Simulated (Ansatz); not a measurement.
`O[SiH2]O[SiH2][SiH3]` and `[SiH3][SiH2][O][SnH3]` differ in one atom or group.

Ansatz, PBE0-D4/def2-TZVP geometries, multiplicity 1. Each molecule was computed in one conformer, which needn't be the lowest.

Elements past krypton have def2 core potentials.

```
                                      property  `O[SiH2]O[SiH2][SiH3]`
            HOMO energy (PBE0/def2-TZVPP) / eV                   -7.94
           HOMO–LUMO gap (PBE/def2-TZVPP) / eV                    5.49
             LUMO energy (PBE/def2-TZVPP) / eV                   -1.26
size of the dipole moment (PBE/def2-TZVPP) / D                    1.11
         HOMO–LUMO gap (B3LYP/def2-TZVPP) / eV                    7.19
       HOMO–LUMO gap (ωB97M-V/def2-TZVPP) / eV                   11.35
```

Q: What does the change do to each property? (Estimate.)

A: Ansatz gave: 
| property | `[SiH3][SiH2][O][SnH3]` | shift |
| --- | --- | --- |
| HOMO energy (PBE0/def2-TZVPP) / eV | -7.63 | 0.31 |
| HOMO–LUMO gap (PBE/def2-TZVPP) / eV | 4.72 | -0.77 |
| LUMO energy (PBE/def2-TZVPP) / eV | -1.75 | -0.49 |
| size of the dipole moment (PBE/def2-TZVPP) / D | 2.25 | 1.14 |
| HOMO–LUMO gap (B3LYP/def2-TZVPP) / eV | 6.29 | -0.90 |
| HOMO–LUMO gap (ωB97M-V/def2-TZVPP) / eV | 10.31 | -1.04 |

With PBE0 the HOMO rises by 0.31 eV and the LUMO falls by 0.54 eV, so the gap narrows by about 0.85 eV. PBE moves the HOMO by 0.28 eV and ωB97M-V by 0.33 eV. Dipoles are sizes alone; their direction can turn.

B3LYP here is the variant with VWN-RPA as its local correlation; programs differ in this.
